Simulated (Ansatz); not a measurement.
Consider the cleavage of the Sn–Al bond: `[CH3][Al]([CH3])[SnH3]` + `O[SiH3]` → `[SiH3][O][SnH3]` + `[CH3][AlH][CH3]`.

Computed with Ansatz on PBE0-D4/def2-TZVP structures; ΔE is electronic, products minus reactants. CCSD(T)/CBS adds triple-zeta CCSD(T) − MP2 to the extrapolated MP2 energy (def2 sets, frozen cores). DFT in def2-TZVPP. B3LYP here is the variant with VWN-RPA as its local correlation; programs differ in this. Elements past krypton have def2 core potentials. For Sn outer-core shells are correlated without core-valence functions, which leaves a few kJ/mol of doubt a bond.

Is it downhill or uphill in electronic energy at CCSD(T)/CBS, and by how much? (Best estimate.)

Computed: Uphill: ΔE = +14.8 kJ/mol.

What do these levels give: ωB97X-V, r2SCAN, B3LYP, MP2/def2-TZVPP, CCSD(T)/def2-TZVPP, MP2/def2-QZVPP? (An estimate is asked.)

The calculation gave: ωB97X-V 8.5, r2SCAN 17.6, B3LYP 14.0, MP2/def2-TZVPP 14.2, CCSD(T)/def2-TZVPP 14.3, MP2/def2-QZVPP 13.3 kJ/mol.

Largest T1 diagnostic among the species: 0.013.

In def2-TZVPP, CCSD(T) changes the Hartree–Fock value by +18.2 kJ/mol (the triples alone add +0.9 kJ/mol) and MP2 by +18.2 kJ/mol.
